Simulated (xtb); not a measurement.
C3F5 (SMILES F[C](F)C(F)=C(F)F), doublet, at a GFN2-xTB geometry; GFN2-xTB (xtb).

Input for xtb:
```
$ xtb mol.xyz --gfn 2 --uhf 1 --etemp 5000 --json

# file mol.xyz
8

F      2.31105681    -0.60630354     0.44802213
C      1.21661307    -0.19266073    -0.15737279
F      1.43520919     0.16637079    -1.40914534
C     -0.02232275    -0.14002458     0.44908467
F     -0.08594854    -0.53913187     1.72909540
C     -1.20234980     0.28213038    -0.12957288
F     -1.29668040     0.70258278    -1.37774912
F     -2.35826408     0.31018513     0.50168426
```

Task: What does xtb print? Leave out banner, timings and long lists.

Result: 
```
   ID    Z sym.   atoms
    1    9 F      1, 3, 5, 7, 8
    2    6 C      2, 4, 6

           -------------------------------------------------
          |                Calculation Setup                |
           -------------------------------------------------

           -------------------------------------------------
          |                 G F N 2 - x T B                 |
           -------------------------------------------------

          ...................................................
          :                      SETUP                      :
          :.................................................:
          :  # basis functions                  32          :
          :  # atomic orbitals                  32          :
          :  # shells                           16          :
          :  # electrons                        47          :
          :  max. iterations                   250          :
          :  Hamiltonian                  GFN2-xTB          :
          :  restarted?                      false          :
          :  GBSA solvation                  false          :
          :  PC potential                    false          :
          :  electronic temp.         5000.0000000     K    :
          :  accuracy                    1.0000000          :
          :  -> integral cutoff          0.2500000E+02      :
          :  -> integral neglect         0.1000000E-07      :
          :  -> SCF convergence          0.1000000E-05 Eh   :
          :  -> wf. convergence          0.1000000E-03 e    :
          :  Broyden damping             0.4000000          :
          :  net charge                          0          :
          :  unpaired electrons                  1          :
          ...................................................

 iter      E             dE          RMSdq      gap      omega  full diag
   1    -30.0980960 -0.300981E+02  0.492E+00    3.61       0.0  T
   2    -30.1147052 -0.166092E-01  0.264E+00    3.78       1.0  T
   3    -30.1142992  0.405954E-03  0.115E+00    3.61       1.0  T
   4    -30.1164432 -0.214400E-02  0.246E-01    3.78       1.0  T
   5    -30.1165978 -0.154642E-03  0.831E-02    3.73       1.0  T
   6    -30.1165990 -0.117943E-05  0.174E-02    3.73       2.0  T
   7    -30.1165999 -0.826960E-06  0.595E-03    3.74       5.9  T
   8    -30.1166001 -0.227487E-06  0.580E-04    3.74      60.9  T
   9    -30.1166001 -0.711179E-09  0.226E-04    3.74     156.1  T

   *** convergence criteria satisfied after 9 iterations ***

         :::::::::::::::::::::::::::::::::::::::::::::::::::::
         ::                     SUMMARY                     ::
         :::::::::::::::::::::::::::::::::::::::::::::::::::::
         :: total energy             -29.983508984302 Eh    ::
         :: gradient norm              0.003638832661 Eh/a0 ::
         :: HOMO-LUMO gap              3.735777323154 eV    ::
         ::.................................................::
         :: SCC energy               -30.116598628504 Eh    ::
         :: -> isotropic ES            0.042440808272 Eh    ::
         :: -> anisotropic ES          0.005766837512 Eh    ::
         :: -> anisotropic XC         -0.023635747316 Eh    ::
         :: -> dispersion             -0.004250523878 Eh    ::
         :: repulsion energy           0.133089644202 Eh    ::
         :: add. restraining           0.000000000000 Eh    ::
         :: total charge               0.000000000010 e     ::
         :::::::::::::::::::::::::::::::::::::::::::::::::::::

           -------------------------------------------------
          |                Property Printout                |
           -------------------------------------------------

    * Orbital Energies and Occupations

         #    Occupation            Energy/Eh            Energy/eV
      -------------------------------------------------------------
         1        2.0000           -0.9038206             -24.5942
[...]
        15        1.9999           -0.5844180             -15.9028
        16        1.9998           -0.5723440             -15.5743
        17        1.9998           -0.5721911             -15.5701
        18        1.9998           -0.5718982             -15.5621
        19        1.9997           -0.5671882             -15.4340
        20        1.9997           -0.5648965             -15.3716
        21        1.9996           -0.5635054             -15.3338
        22        1.9974           -0.5321962             -14.4818
        23        1.9623           -0.4892354             -13.3128
        24        1.0290           -0.3883679             -10.5680 (HOMO)
        25        0.0129           -0.2510806              -6.8323 (LUMO)
        26        0.0000           -0.0672015              -1.8286
        27                         -0.0337406              -0.9181
        28                          0.0340961               0.9278
        29                          0.1323549               3.6016
        30                          0.2198442               5.9823
        31                          0.4076291              11.0922
        32                          0.4844211              13.1818
      -------------------------------------------------------------
                  HL-Gap            0.1372873 Eh            3.7358 eV
             Fermi-level           -0.3788088 Eh          -10.3079 eV

     #   Z          covCN         q      C6AA      α(0)
     1   9 F        0.787    -0.129    10.529     3.833
     2   6 C        2.559     0.293    22.083     7.682
     3   9 F        0.786    -0.144    10.675     3.859
     4   6 C        2.749     0.120    25.353     8.245
     5   9 F        0.790    -0.159    10.821     3.886
     6   6 C        2.559     0.293    22.083     7.682
     7   9 F        0.786    -0.144    10.675     3.859
     8   9 F        0.787    -0.129    10.529     3.833

 Mol. C6AA /au·bohr⁶  :        927.714721
 Mol. C8AA /au·bohr⁸  :      20662.222376
 Mol. α(0) /au        :         42.878088

Wiberg/Mayer (AO) data.
largest (>0.10) Wiberg bond orders for each atom

 ---------------------------------------------------------------------------
     #   Z sym  total        # sym  WBO       # sym  WBO       # sym  WBO
 ---------------------------------------------------------------------------
     1   9 F    1.199 --     2 C    1.045
     2   6 C    3.642 --     4 C    1.340     1 F    1.045     3 F    1.032
                             6 C    0.128
     3   9 F    1.182 --     2 C    1.032
     4   6 C    3.862 --     2 C    1.340     6 C    1.340     5 F    0.989
     5   9 F    1.111 --     4 C    0.989
     6   6 C    3.642 --     4 C    1.340     8 F    1.045     7 F    1.032
                             2 C    0.128
     7   9 F    1.182 --     6 C    1.032
     8   9 F    1.199 --     6 C    1.045
 ---------------------------------------------------------------------------

Topologies differ in total number of bonds
Writing topology from bond orders to xtbtopo.mol

molecular dipole:
                 x           y           z       tot (Debye)
 q only:        0.002       0.015      -0.050
   full:        0.003       0.021      -0.066       0.176
molecular quadrupole (traceless):
                xx          xy          yy          xz          yz          zz
 q only:       -1.748       1.056       3.319       0.349       1.753      -1.571
  q+dip:       -1.523       1.533       5.773       0.670       3.557      -4.249
   full:       -2.391       1.750       5.975       0.660       3.409      -3.584

           -------------------------------------------------
          | TOTAL ENERGY              -29.983508984302 Eh   |
          | GRADIENT NORM               0.003638832661 Eh/α |
          | HOMO-LUMO GAP               3.735777323154 eV   |
           -------------------------------------------------

normal termination of xtb
```
